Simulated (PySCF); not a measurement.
# Excitation energies in several basis sets

Species: SiF4.
Atom-mapped SMILES: `[F:1][Si:2]([F:3])([F:4])[F:5]`

Cartesian coordinates in Å at the PBE0-D3(BJ)/def2-SVP level; atoms count from 1:
```xyz
5
SiF4 angstrom
F      1.5654   -0.2784    0.2142
Si     0.0182   -0.0215   -0.0191
F     -0.2307    1.5295   -0.2362
F     -0.7980   -0.5154    1.2475
F     -0.4628   -0.8190   -1.3029
```

TDDFT with PBE0 (PySCF), vertical singlets, core orbitals frozen in the response, spherical d and f functions. Geometry: PBE0-D3(BJ)/def2-SVP; no solvent, vibrations or thermal averaging.

```json
{"basis": "6-31G*", "functions": "74", "diffuse": "no", "S1 (eV)": "10.90", "S2 (eV)": "10.91", "S3 (eV)": "10.91", "S4 (eV)": "11.99", "S5 (eV)": "11.99", "LUMO (eV)": "0.50", "α (au)": "16.8"}
{"basis": "def2-SVP", "functions": "74", "diffuse": "no", "S1 (eV)": "11.08", "S2 (eV)": "11.08", "S3 (eV)": "11.08", "S4 (eV)": "12.20", "S5 (eV)": "12.20", "LUMO (eV)": "0.44", "α (au)": "15.8"}
{"basis": "6-31+G*", "functions": "94", "diffuse": "yes", "S1 (eV)": "10.61", "S2 (eV)": "10.61", "S3 (eV)": "10.61", "S4 (eV)": "11.74", "S5 (eV)": "11.74", "LUMO (eV)": "-0.64", "α (au)": "20.4"}
{"basis": "def2-SVPD", "functions": "116", "diffuse": "yes", "S1 (eV)": "10.81", "S2 (eV)": "10.81", "S3 (eV)": "10.81", "S4 (eV)": "11.91", "S5 (eV)": "11.92", "LUMO (eV)": "-0.52", "α (au)": "22.9"}
{"basis": "aug-cc-pVDZ", "functions": "119", "diffuse": "yes", "S1 (eV)": "10.52", "S2 (eV)": "10.52", "S3 (eV)": "10.52", "S4 (eV)": "11.60", "S5 (eV)": "11.60", "LUMO (eV)": "-0.69", "α (au)": "22.8"}
{"basis": "def2-TZVP", "functions": "161", "diffuse": "no", "S1 (eV)": "11.09", "S2 (eV)": "11.09", "S3 (eV)": "11.09", "S4 (eV)": "12.22", "S5 (eV)": "12.22", "LUMO (eV)": "0.21", "α (au)": "20.4"}
{"basis": "def2-TZVPD", "functions": "203", "diffuse": "yes", "S1 (eV)": "10.64", "S2 (eV)": "10.64", "S3 (eV)": "10.64", "S4 (eV)": "11.75", "S5 (eV)": "11.76", "LUMO (eV)": "-0.58", "α (au)": "23.2"}
{"basis": "aug-cc-pVTZ", "functions": "234", "diffuse": "yes", "S1 (eV)": "10.61", "S2 (eV)": "10.61", "S3 (eV)": "10.62", "S4 (eV)": "11.70", "S5 (eV)": "11.70", "LUMO (eV)": "-0.61", "α (au)": "23.1"}
```

Question: How much do these states and the polarisability depend on the basis?

Answer: States are compared by their number. Against the largest diffuse basis here (aug-cc-pVTZ, itself not a converged limit), sets without diffuse functions differ by up to 0.48 eV in S1 and 0.52 eV in S5; the smaller diffuse sets differ by up to 0.20 and 0.21 eV. State by state, the largest deviation of a set without diffuse functions is S1 0.48, S2 0.48, S3 0.48, S4 0.52, S5 0.52 eV. The same number needn't mean the same state in each row. Against aug-cc-pVTZ the polarisability deviates by -27% in 6-31G*, -32% in def2-SVP, -12% in 6-31+G*, -1% in def2-SVPD, -2% in aug-cc-pVDZ, -12% in def2-TZVP, 0% in def2-TZVPD.
